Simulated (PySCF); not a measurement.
Compound: C₅H₁₁NOSi₂.
Cartesian coordinates in Å at the PBE0-D3(BJ)/def2-SVP level; atoms count from 1:
```
atom  x, y, z in Å
C1    -2.378    1.459   -0.748
Si2   -2.231   -0.401   -0.479
Si3   -0.388   -0.829    0.906
N4    -0.196   -2.538    1.099
C5     1.130   -0.076    0.117
C6     2.017    0.881    0.544
C7     2.943    1.100   -0.519
C8     2.551    0.260   -1.521
O9     1.469   -0.443   -1.153
H10   -3.205    1.699   -1.433
H11   -2.560    1.974    0.207
H12   -1.445    1.857   -1.176
H13   -2.044   -1.107   -1.786
H14   -3.491   -0.937    0.137
H15   -0.525   -0.039    2.180
H16    0.573   -2.916    1.640
H17   -1.012   -3.136    1.151
H18    2.005    1.368    1.518
H19    3.788    1.784   -0.539
H20    2.937    0.063   -2.518
```

Computed with PySCF at PBE0/pcSseg-1, non-relativistic, on one gas-phase PBE0-D3(BJ)/def2-SVP geometry that isn't relaxed in the solvent. The solvent is an IEF-PCM continuum (van der Waals radii × 1.2). The model holds no explicit solvent molecules, cavitation or dispersion.

```json
{"run": "gas", "E − E(gas) (kcal/mol)": "0.00", "HOMO (eV)": "-6.60", "HOMO–LUMO gap (eV)": "6.16", "dipole (D)": "0.93"}
{"run": "P", "E − E(gas) (kcal/mol)": "-4.76", "HOMO (eV)": "-6.64", "HOMO–LUMO gap (eV)": "6.19", "dipole (D)": "1.16"}
{"run": "Q", "E − E(gas) (kcal/mol)": "-5.88", "HOMO (eV)": "-6.66", "HOMO–LUMO gap (eV)": "6.19", "dipole (D)": "1.24"}
```

Task: The runs were made in dimethylsulfoxide and tetrahydrofuran. Which run belongs to which solvent?

Result: P = tetrahydrofuran, Q = dimethylsulfoxide. The dielectric constants are 7.426 (tetrahydrofuran), 46.83 (dimethylsulfoxide), and the energy falls further as ε rises. In this model the ground state sees the solvent through ε alone.

Task: How constant is the ratio of the lowering to (ε − 1)/(2ε + 1)?

Result: 
```json
{"solvent": "tetrahydrofuran", "(ε − 1)/(2ε + 1)": "0.405", "E − E(gas) (kcal/mol)": "-4.76", "ratio (kcal/mol)": "-11.8", "polarisation term (kcal/mol)": "-5.17"}
{"solvent": "dimethylsulfoxide", "(ε − 1)/(2ε + 1)": "0.484", "E − E(gas) (kcal/mol)": "-5.88", "ratio (kcal/mol)": "-12.2", "polarisation term (kcal/mol)": "-6.53"}
```

The ratio changes by +3.4 % in size from tetrahydrofuran to dimethylsulfoxide. The polarisation term is half the interaction of the solute with the induced surface charges.

Time: 43 s wall; peak memory 1.2 GiB. Hardware: one thread, Intel Xeon Platinum 8488C (x86_64), no GPU, shared host with 96 logical CPUs at a one-minute load of 26. This is the whole shielding run at PBE0/pcSseg-1 in dimethylsulfoxide, SCF included.
